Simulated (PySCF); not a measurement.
Delta-SCF ions had no search for a lower state. Excitations are Tamm–Dancoff values on a coarser integration grid. The basis has no diffuse functions, so Rydberg states are missing or too high.

Cartesian coordinates (Å):
```xyz
20

B     -0.3545     2.7640     0.2240
C     -0.5243     1.2229     0.0739
C     -1.8596     0.7915    -0.0507
C     -2.4045    -0.4877    -0.1977
C     -1.7694    -1.7237    -0.2647
C     -0.3993    -1.9957    -0.2007
C      0.6607    -1.1135    -0.0561
C      2.0117    -1.4927    -0.0037
C      2.7842    -0.3360     0.1469
C      1.9536     0.7974     0.1940
C      0.6187     0.3890     0.0734
H     -1.3433     3.4605     0.2158
H      0.7203     3.2956     0.3487
H     -2.5993     1.5968    -0.0277
H     -3.4965    -0.5191    -0.2708
H     -2.4230    -2.5928    -0.3826
H     -0.1174    -3.0518    -0.2750
H      2.3779    -2.5167    -0.0703
H      3.8731    -0.3125     0.2177
H      2.2911     1.8245     0.3056
```
Charge 0, spin multiplicity 1.

Question: Estimate the HOMO–LUMO gap, brightest of the four lowest singlets (TDA), vertical electron affinity (Delta-SCF), S1–T1 gap (TDA) and LUMO that ωB97X-D3(BJ)/def2-TZVP // PBE0-D3(BJ)/def2-SVP (PySCF 2.14.0) returns for this input.

Answer: 
| Item | Value |
|---|---|
| HOMO–LUMO gap | 6.70 eV |
| brightest of the four lowest singlets (TDA) | 4.83 eV |
| vertical electron affinity (Delta-SCF) | 1.36 eV |
| S1–T1 gap (TDA) | 0.53 eV |
| LUMO | -1.06 eV |
